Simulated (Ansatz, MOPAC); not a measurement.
Species: C$_{3}$H$_{9}$Ge, net charge 0, doublet state. SMILES: [CH2][GeH]([CH3])[CH3]

Atoms: C1, Ge2, C3, C4, H5, H6, H7, H8, H9, H10, H11, H12, H13. Bonds: C1-Ge2, C1-H5, C1-H6, Ge2-C3, Ge2-C4, Ge2-H7, C3-H8, C3-H9, C3-H10, C4-H11, C4-H12, C4-H13.

Bond lengths (Å) and angles (degrees) optimised at MNDO with MOPAC; HF/6-31G* with LANL2DZ past Ar with Ansatz (a program for electronic structure); B3LYP/6-31G* with LANL2DZ past Ar with Ansatz, each started from the B3LYP-D3(BJ)/def2-TZVP structure (Ansatz) of the last column. A row stands for all coordinates that are equal there; 12 of 25 kinds are shown. 6-31G* holds six Cartesian d functions. At HF/6-31G* with LANL2DZ past Ar the structure is a saddle point. No wavenumbers were computed at MNDO, so these may be saddle points.

```tsv
coordinate	MNDO	HF/6-31G* with LANL2DZ past Ar	B3LYP/6-31G* with LANL2DZ past Ar	B3LYP-D3(BJ)/def2-TZVP
C1-Ge2	1.880	1.944	1.940	1.934
C1-H5	1.085	1.078	1.088	1.084
Ge2-C3	1.935	1.972	1.982	1.974
Ge2-C4	1.935	1.970	1.978	1.967
Ge2-H7	1.489	1.544	1.555	1.547
C3-H8	1.107	1.085	1.095	1.090
C3-H9	1.107	1.085	1.095	1.091
C1-Ge2-C3	109.9	110.7	111.2	110.5
C1-Ge2-C4	110.0	109.5	110.5	109.6
C3-Ge2-C4	110.3	110.5	109.4	109.3
Ge2-C1-H5	123.4	122.5	122.7	122.7
Ge2-C1-H6	124.1	122.5	122.4	122.0
```

Mean signed difference of all 12 bond lengths from B3LYP-D3(BJ)/def2-TZVP: MNDO -0.007 Å, HF/6-31G* with LANL2DZ past Ar -0.003 Å, B3LYP/6-31G* with LANL2DZ past Ar 0.006 Å.
